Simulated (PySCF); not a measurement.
Compound: C5H12Si.
Bonds: C1–C2, C2–C3, C3–C4, C4–Si5, Si5–C6, C3–C6. Hydrogens: H7, H8, H9 on C1; H10, H11 on C2; H12 on C3; H13, H14 on C4; H15, H16 on Si5; H17, H18 on C6.

The same species was optimised twice, with GFN2-xTB and with PBE0-D3(BJ)/def2-SVP (PySCF), and the same property calculations (PySCF, gas phase) were run on both structures.

```json
{"coordinate": "Si5–C6 (Å)", "GFN2-xTB": "1.909", "PBE0-D3(BJ)/def2-SVP": "1.894", "change": "-0.015"}
{"coordinate": "C4–Si5 (Å)", "GFN2-xTB": "1.909", "PBE0-D3(BJ)/def2-SVP": "1.894", "change": "-0.015"}
{"coordinate": "C3–C6 (Å)", "GFN2-xTB": "1.546", "PBE0-D3(BJ)/def2-SVP": "1.557", "change": "+0.011"}
{"coordinate": "C3–C4 (Å)", "GFN2-xTB": "1.546", "PBE0-D3(BJ)/def2-SVP": "1.555", "change": "+0.009"}
{"coordinate": "C1–C2 (Å)", "GFN2-xTB": "1.525", "PBE0-D3(BJ)/def2-SVP": "1.520", "change": "-0.005"}
{"coordinate": "C2–C3 (Å)", "GFN2-xTB": "1.523", "PBE0-D3(BJ)/def2-SVP": "1.522", "change": "-0.001"}
{"coordinate": "C3–C6–Si5 (°)", "GFN2-xTB": "91.1", "PBE0-D3(BJ)/def2-SVP": "86.9", "change": "-4.2"}
{"coordinate": "C3–C4–Si5 (°)", "GFN2-xTB": "91.2", "PBE0-D3(BJ)/def2-SVP": "87.0", "change": "-4.2"}
{"coordinate": "C4–Si5–C6 (°)", "GFN2-xTB": "76.3", "PBE0-D3(BJ)/def2-SVP": "78.3", "change": "+2.0"}
{"coordinate": "C2–C3–C4 (°)", "GFN2-xTB": "113.9", "PBE0-D3(BJ)/def2-SVP": "115.9", "change": "+2.0"}
{"coordinate": "C2–C3–C6 (°)", "GFN2-xTB": "114.9", "PBE0-D3(BJ)/def2-SVP": "116.4", "change": "+1.5"}
{"coordinate": "C1–C2–C3 (°)", "GFN2-xTB": "112.6", "PBE0-D3(BJ)/def2-SVP": "113.7", "change": "+1.1"}
{"coordinate": "C4–C3–C6 (°)", "GFN2-xTB": "99.4", "PBE0-D3(BJ)/def2-SVP": "100.3", "change": "+0.9"}
{"coordinate": "C1–C2–C3–C4 (°)", "GFN2-xTB": "177", "PBE0-D3(BJ)/def2-SVP": "179", "change": "+2"}
```

Rotational constants: A = 6909, B = 1586, C = 1400 MHz (GFN2-xTB) against A = 6847, B = 1596, C = 1397 MHz (PBE0-D3(BJ)/def2-SVP). Point groups within 0.08 Å: C1 and C1.

On the GFN2-xTB structure: HOMO (eV) -7.83 [PBE0/pcSseg-1]; LUMO (eV) 0.52 [PBE0/pcSseg-1]; dipole (D) 0.27 [PBE0/pcSseg-1]; GIAO shielding of C1 (ppm) 172.8 [PBE0/pcSseg-1]; GIAO shielding of C2 (ppm) 147.1 [PBE0/pcSseg-1]; GIAO shielding of C3 (ppm) 149.1 [PBE0/pcSseg-1]; GIAO shielding of C4/C6 (mean) (ppm) 169.6 [PBE0/pcSseg-1]; GIAO shielding of Si5 (ppm) 395.0 [PBE0/pcSseg-1].

**Question.** What do these properties become on the PBE0-D3(BJ)/def2-SVP structure?

**Answer.** 
| property | level | on GFN2-xTB | on PBE0-D3(BJ)/def2-SVP | change |
| --- | --- | --- | --- | --- |
| HOMO (eV) | PBE0/pcSseg-1 | -7.83 | -7.78 | +0.05 |
| LUMO (eV) | PBE0/pcSseg-1 | 0.52 | 0.66 | +0.14 |
| dipole (D) | PBE0/pcSseg-1 | 0.27 | 0.53 | +0.26 |
| energy, GFN2-xTB geometry as zero (kcal/mol) | PBE0/pcSseg-1 | 0.0 | -2.6 | -2.6 |
| GIAO shielding of C1 (ppm) | PBE0/pcSseg-1 | 172.8 | 170.9 | -1.9 |
| GIAO shielding of C2 (ppm) | PBE0/pcSseg-1 | 147.1 | 145.9 | -1.2 |
| GIAO shielding of C3 (ppm) | PBE0/pcSseg-1 | 149.1 | 144.5 | -4.6 |
| GIAO shielding of C4/C6 (mean) (ppm) | PBE0/pcSseg-1 | 169.6 | 167.4 | -2.2 |
| GIAO shielding of Si5 (ppm) | PBE0/pcSseg-1 | 395.0 | 390.4 | -4.6 |

The heavy atoms differ by 0.120 Å rms after alignment. Among bonds between heavy atoms C4–Si5 and Si5–C6 change most and about equally (-0.015 Å). Changes are differences of the printed values. Neither structure is proved a minimum here.

Shape of the structure used: `[CH3:1][CH2:2][CH:3]1[CH2:4][SiH2:5][CH2:6]1`: C1–C2–C3–C4 179°.
